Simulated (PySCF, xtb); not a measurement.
C₃H₉ClSi, SMILES Cl[C@H](C[SiH3])C. The values are those of a single conformer.

Harmonic wavenumbers (cm⁻¹) from GFN2-xTB (xtb) at its own minimum, in rising order: 67, 123, 180, 225, 269, 326, 408, 517, 541, 661, 752, 770, 790, 794, 801, 934, 1020, 1037, 1145, 1181, 1226, 1263, 1315, 1406, 1474, 1480, 1491, 2261, 2265, 2281, 2938, 2972, 2987, 3026, 3036, 3041.

**Question.** What does PBE-D3(BJ)/def2-SVP in PySCF 2.14.0 give at its own minimum? (An estimate is asked for; the answer gives what the named calculation found.)

**Answer.** 70, 131, 173, 253, 273, 333, 399, 509, 565, 641, 730, 802, 879, 890, 910, 919, 985, 997, 1119, 1128, 1181, 1224, 1309, 1348, 1378, 1403, 1420, 2157, 2167, 2174, 2971, 2983, 3013, 3044, 3061, 3087. Paired by order, the mean absolute difference is 41 cm⁻¹ and the zero-point energies are 67.2 and 66.7 kcal/mol.
